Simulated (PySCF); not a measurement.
SMILES c1sc(C)cc1 (C₅H₆S) (GFN2-xTB optimised geometry):

```
12

C      2.200    -0.293     0.000
C      0.712    -0.293     0.000
C     -0.136     0.767     0.000
C     -1.501     0.393    -0.003
C     -1.672    -0.950    -0.004
S     -0.169    -1.790    -0.004
H      2.585    -0.777    -0.897
H      2.571     0.729     0.034
H      2.585    -0.836     0.862
H      0.198     1.790     0.002
H     -2.313     1.098    -0.003
H     -2.585    -1.512    -0.006
```

Calculation: PBE/def2-TZVP run with PySCF.

Problem. What are the frontier orbital energies and the dipole moment?

Solution. HOMO-2 -8.18 eV, HOMO-1 -6.07 eV, HOMO -5.49 eV, LUMO -1.14 eV, LUMO+1 -0.21 eV; dipole moment 0.64 D.

Meta-Löwdin charges at PBE/def2-TZVP: C1 -0.36, C2 -0.11, C3 -0.17, C4 -0.15, C5 -0.28, S6 0.27, H7 0.13, H8 0.13, H9 0.13, H10 0.13, H11 0.13, H12 0.14.
